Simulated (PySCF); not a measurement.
Species: C₅H₂F₄N₂.
Structure used (GFN2-xTB), in Å, numbered top down from 1:
```
atom  x, y, z in Å
N1     3.228    0.489    0.028
C2     2.214   -0.028   -0.032
C3     0.917   -0.695   -0.086
F4     0.922   -1.776    0.755
C5    -0.197    0.286    0.346
C6    -0.055    1.546   -0.362
N7     0.056    2.524   -0.935
C8    -1.591   -0.296    0.057
F9    -2.551    0.584    0.345
F10   -1.834   -1.392    0.775
F11   -1.726   -0.630   -1.232
H12    0.739   -1.072   -1.106
H13   -0.127    0.461    1.428
```

The calculation used TDDFT PBE0/def2-SVPD, vertical, gas phase, core orbitals frozen in the response (PySCF 2.14.0, density-fitted response routines).

Transition dipole moments from the ground state, in atomic units and in the frame of the coordinates above (overall signs are arbitrary), for the states with f of 0.002 or more among the lowest 8:

| state | E (eV) | μx | μy | μz |
| --- | --- | --- | --- | --- |
| S3 | 7.883 | 0.127 | -0.024 | -0.027 |
| S4 | 8.052 | 0.152 | -0.063 | 0.050 |
| S5 | 8.121 | -0.001 | 0.183 | -0.029 |
| S6 | 8.286 | -0.087 | 0.075 | -0.017 |
| S7 | 8.379 | 0.007 | -0.149 | 0.165 |
| S8 | 8.666 | 0.056 | 0.079 | -0.076 |

Question: Work out the oscillator strengths.

Answer: f = (2/3) ΔE |μ|² with ΔE in hartree (27.2114 eV).

```tsv
state	|μ|² (au)	|μ| (D)	f
S3	0.018	0.34	0.003
S4	0.030	0.44	0.006
S5	0.034	0.47	0.007
S6	0.014	0.30	0.003
S7	0.050	0.57	0.010
S8	0.015	0.31	0.003
```

Question: Which bond between heavy atoms lies closest to the direction of the S7 transition dipole?

Answer: C3–F4, at 10° from it; next C6–N7, C8–F10 and C5–C6 at 19°.

Question: What peak molar absorption coefficient would the strongest computed level give as a lone Gaussian band 0.5 eV wide at half height?

Answer: ε(max) = 2.175×10⁸ f / FWHM, with the width in cm⁻¹. S7: 2.175×10⁸ × 0.0102 / 4033 ≈ 550 L mol⁻¹ cm⁻¹.

Hardware: an Arm Neoverse N1 with one thread (shared host). Cost: 2.0 min of wall time, 0.95 GiB resident at most.

One conformer stands for the species.
